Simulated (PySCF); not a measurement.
**`c1cnc2nsnc2n1`, C4H2N4S**

Molfile (atoms numbered from 1):
```
C4H2N4S
     RDKit          3D

 11 12  0  0  0  0  0  0  0  0999 V2000
   -1.3377   -0.1946    0.9165 C   0  0  0  0  0  0  0  0  0  0  0  0
   -1.5201   -0.3654   -0.4778 C   0  0  0  0  0  0  0  0  0  0  0  0
   -0.5542   -0.2447   -1.3514 N   0  0  0  0  0  0  0  0  0  0  0  0
    0.6416    0.0562   -0.8284 C   0  0  0  0  0  0  0  0  0  0  0  0
    1.7749    0.2304   -1.5058 N   0  0  0  0  0  0  0  0  0  0  0  0
    2.9343    0.5755   -0.4570 S   0  0  0  0  0  0  0  0  0  0  0  0
    2.0896    0.5275    0.9021 N   0  0  0  0  0  0  0  0  0  0  0  0
    0.8277    0.2317    0.5957 C   0  0  0  0  0  0  0  0  0  0  0  0
   -0.1860    0.1010    1.4614 N   0  0  0  0  0  0  0  0  0  0  0  0
   -2.1704   -0.3064    1.5974 H   0  0  0  0  0  0  0  0  0  0  0  0
   -2.4945   -0.6084   -0.8787 H   0  0  0  0  0  0  0  0  0  0  0  0
  1  2  1  0
  2  3  2  0
  3  4  1  0
  4  5  2  0
  5  6  1  0
  6  7  1  0
  7  8  2  0
  8  9  1  0
  9  1  2  0
  8  4  1  0
  1 10  1  0
  2 11  1  0
M  END
```

The calculation used TDDFT BHandHLYP/aug-cc-pVDZ excited states, vertical, gas phase in PySCF. Geometry: GFN2-xTB.

(1) Give the one- and two-photon strengths of the lowest singlets.

Results:

(1) δ for parallel linear polarisation; σ at the peak of a Lorentzian of half width 0.1 eV, single beam; Ω is circular over linear.
| state | E (eV) | f | photon λ (nm) | δ (au) | σ (GM) | Ω | main |
| --- | --- | --- | --- | --- | --- | --- | --- |
| S1 | 3.42 | 0.001 | 724 | 0.31 | 0.00 | 1.50 | HOMO−1→LUMO 0.95 |
| S2 | 4.53 | 0.000 | 548 | 1 | 0.01 | 1.50 | HOMO−3→LUMO 0.91 |
| S3 | 4.58 | 0.366 | 542 | 13.6 | 0.10 | 0.44 | HOMO→LUMO 0.94 |
| S4 | 4.68 | 0.050 | 530 | 0.79 | 0.01 | 1.50 | HOMO−2→LUMO 0.96 |
| S5 | 5.45 | 0.000 | 455 | 4.96 | 0.05 | 1.50 | HOMO−4→LUMO 0.69, HOMO−1→LUMO+3 0.21 |

Among these, the strongest one-photon state is S3, the strongest two-photon state S3, with a dipole change of 0.4 D (relaxed, norm of the difference vector).
